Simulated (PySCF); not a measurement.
H4SSiZn.

```xyz
7

Zn     0.0034     0.0435    -0.0578
S      0.6199     1.3642    -1.6965
H      1.9007     1.3905    -1.2608
Si    -0.6740    -1.3837     1.7009
H     -1.6622    -2.4057     1.2286
H     -1.3162    -0.6203     2.8183
H      0.4936    -2.1243     2.2785
```
Charge 0, spin multiplicity 1.

Geometry: PBE0-D3(BJ)/def2-SVP. The values are those of a single conformer.

These are HF/pcSseg-1 in PySCF values and carry that method's errors. Non-relativistic, no solvent.

Computed absolute GIAO shielding of each atom: isotropic value and principal components (ppm):
```tsv
atom	σ(iso)	σ11	σ22	σ33	span
Zn1	1717.8	1321.3	1337.4	2494.7	1173.4
S2	811.6	769.8	773.1	891.9	122.1
H3	32.2	23.9	28.0	44.8	20.9
Si4	517.3	504.6	522.8	524.4	19.8
H5	28.7	25.2	26.2	34.8	9.5
H6	28.8	25.2	26.3	34.8	9.6
H7	28.8	25.3	26.4	34.7	9.4
```
